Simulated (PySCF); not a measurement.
**Electronic structure of Al (aluminium, neutral) at the UHF level**

Configuration: [Ne] 3s1 3p2, high-spin 4P determinant (an excited configuration). All numbers are calculated (PySCF 2.14, no relativity, point nucleus, in dyall-av2z (13s9p2d, 50 functions)).

```
Total energy                                                  : -241.785443 hartree
One-electron energy                                           : -336.0135 hartree
Hartree (Coulomb) energy                                      : 112.3930 hartree
Exchange energy                                               : -18.1649 hartree
Kinetic energy                                                : 241.78422 hartree
⟨S²⟩                                                          : 3.7501
⟨L²⟩                                                          : 2.022
Sum of ⟨r⟩                                                    : 13.98 bohr
Sum of ⟨r²⟩                                                   : 35.06 bohr²
Traceless quadrupole moment −½Σ⟨3z² − r²⟩ along its main axis : 5.25 e·bohr²
Density at the nucleus (Gaussians lack the cusp)              : 1360 bohr⁻³
Spin density at the nucleus                                   : 2.81 bohr⁻³
Langevin diamagnetic susceptibility                           : -27.8 ×10⁻⁶ cm³/mol
```

```csv
shell,electrons,mean orbital energy (hartree),spread (hartree),"rms radius, mean of both spins (bohr)"
1s α,1,-58.54626,0,0.140
1s β,1,-58.52839,0,0.140
2s α,1,-4.95861,0,0.678
2s β,1,-4.92796,0,0.678
2p α,3,-3.27110,0.00852,0.674
2p β,3,-3.24562,0.01163,0.674
3s α,1,-0.52245,0,2.74
3p α,2,-0.26178,0,3.46
```

Spin-orbit constants ζ (cm⁻¹) from the X2C one-electron operator on these orbitals (non-relativistic here): bare nucleus, nucleus screened by l(l+1)(2l+1)/3 electrons, and screened by the Breit-Pauli mean field of the electrons.

```tsv
shell	bare	screened nucleus	mean field
2p	2640	2234	2048
3p	98.28	83.16	74.45
```

To first order the Landé constant is A = 24.82 cm⁻¹, so the lowest level has J = 1/2 and lies 0.00769 eV below the centre of the term. This holds in LS coupling only.
